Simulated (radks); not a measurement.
Values are calculated unless marked as measured or tabulated.
Problem. In3.5+, configuration [Kr] 4d(up 4.75, down 4.75) (fractional occupations, a model configuration). Code: a radial shooting solver on a logarithmic mesh with Libxc functionals. Model: scalar-relativistic Kohn-Sham, SCAN, spin-polarised, spherical densities, finite nucleus; meta-GGA in the generalised Kohn-Sham scheme; Fermi nuclear charge, rms radius 4.6156 fm. Some entries of the table are withheld. Estimate them.

orbital,occ.,eigenvalue (Ry),r(max) (bohr),<1/r> (bohr^-1)
1s,2,-2046.576,0.01922,51.85
2s,2,-310.0676,0.1085,11.83
2p,6,(1),0.08696,11.38
3s,2,-61.65335,0.3150,4.195
3p,6,-51.16678,0.3085,3.989
3d,10,-34.95717,0.2587,(2)
4s,2,-11.89468,0.7714,1.626
4p,6,-8.74907,0.8165,1.477
4d,9.5,-4.17119,(3),(4)

Solution. 
(1) 2p eigenvalue (Ry): -278.3319
(2) 3d <1/r> (bohr^-1): 3.753
(3) 4d r(max) (bohr): 0.9229
(4) 4d <1/r> (bohr^-1): 1.178
